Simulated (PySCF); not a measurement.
Aluminium: a sound run and one with changed settings

Sound run: Al⁺ [Ne] 3s2, Al²⁺ [Ne] 3s1. Calculation: PySCF 2.14, in x2c-SVPall; the spin-free X2C one-electron Hamiltonian (Gaussian nucleus). In the sound run the correlated levels freeze [Ne]. The sound run starts from symmetry-adapted Hartree-Fock orbitals and uses a fine grid where one is needed.

A second run was set up differently.

```
species   method  sound run (hartree)  changed run (hartree)  converged
    Al⁺      UHF           -242.01507             -242.01507        yes
    Al⁺     BP86           -242.50911             -242.50911        yes
    Al⁺      LDA           -241.42906             -241.42906        yes
    Al⁺      MP2           -242.04050             -242.02112        yes
    Al⁺  CCSD(T)           -242.05316             -242.05316        yes
   Al²⁺      UHF           -241.37161             -241.37161        yes
   Al²⁺     BP86           -241.81505             -241.81505        yes
   Al²⁺      LDA           -240.73360             -240.73360        yes
```

Ionisation energy of Al⁺:

```json
{"method": "UHF", "sound run (eV)": "17.510", "changed run (eV)": "17.510"}
{"method": "BP86", "sound run (eV)": "18.886", "changed run (eV)": "18.886"}
{"method": "LDA", "sound run (eV)": "18.924", "changed run (eV)": "18.924"}
{"method": "MP2", "sound run (eV)": "18.202", "changed run (eV)": "17.674"}
{"method": "SCS-MP2", "sound run (eV)": "18.340", "changed run (eV)": "17.707"}
{"method": "CCSD", "sound run (eV)": "18.546", "changed run (eV)": "18.546"}
{"method": "CCSD(T)", "sound run (eV)": "18.546", "changed run (eV)": "18.546"}
{"method": "CCSDT", "sound run (eV)": "18.546", "changed run (eV)": "18.546"}
{"method": "FCI", "sound run (eV)": "18.546", "changed run (eV)": "18.546"}
```

**Question.** What was changed?
A. level shift left on
B. minimal basis
C. a valence shell is frozen
D. radial grid too coarse

**Answer.** A. It used initial guess atom, at most 50 SCF cycles, level shift 2.0 hartree. A level shift leaves the converged SCF energy unchanged but raises the virtual orbital energies, which shrinks MP2 if it is not removed.
